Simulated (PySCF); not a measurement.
Two-photon absorption: SMILES CCc1ccc(N)cc1, C8H11N

Geometry (Å), atoms numbered from 1 in this order:
```xyz
20

C     2.9084   -0.6881   -0.3152
C     2.1141    0.6065   -0.1618
C     0.6300    0.3773   -0.0558
C     0.0130    0.1495    1.1791
C    -1.3486   -0.1120    1.2813
C    -2.1587   -0.1589    0.1351
N    -3.5042   -0.4653    0.2239
C    -1.5470    0.0699   -1.1082
C    -0.1838    0.3300   -1.1927
H     3.9895   -0.4920   -0.3915
H     2.5970   -1.2360   -1.2182
H     2.7433   -1.3556    0.5449
H     2.4652    1.1478    0.7326
H     2.3215    1.2674   -1.0198
H     0.6150    0.1833    2.0924
H    -1.7977   -0.2832    2.2638
H    -3.9402   -0.2978    1.1210
H    -4.0797   -0.1700   -0.5537
H    -2.1533    0.0426   -2.0181
H     0.2605    0.5081   -2.1768
```

The calculation used PySCF, TDDFT CAM-B3LYP/aug-cc-pVDZ excited states, vertical, gas phase. Geometry: PBE0-D3(BJ)/def2-SVP.

(1) Give the one- and two-photon strengths of the lowest singlets.

## Answers

(1) δ for parallel linear polarisation; σ at the peak of a Lorentzian of half width 0.1 eV, single beam; Ω is circular over linear.
| state | E (eV) | f | photon λ (nm) | δ (au) | σ (GM) | Ω | main |
| --- | --- | --- | --- | --- | --- | --- | --- |
| S1 | 4.71 | 0.036 | 526 | 5.84 | 0.05 | 1.50 | HOMO→LUMO+4 0.83 |
| S2 | 4.74 | 0.007 | 523 | 53.9 | 0.44 | 1.50 | HOMO→LUMO 0.89 |
| S3 | 5.37 | 0.174 | 462 | 286 | 3.02 | 0.59 | HOMO→LUMO+7 0.35, HOMO→LUMO+1 0.32 |
| S4 | 5.43 | 0.000 | 457 | 4.95 | 0.05 | 1.50 | HOMO→LUMO+2 0.87 |
| S5 | 5.44 | 0.014 | 456 | 156 | 1.70 | 0.48 | HOMO→LUMO+1 0.42, HOMO→LUMO+3 0.35 |
| S6 | 6.04 | 0.024 | 411 | 567 | 7.56 | 0.53 | HOMO→LUMO+5 0.44, HOMO→LUMO+1 0.15 |

Among these, the strongest one-photon state is S3, the strongest two-photon state S6, with a dipole change of 7.5 D (relaxed, norm of the difference vector).
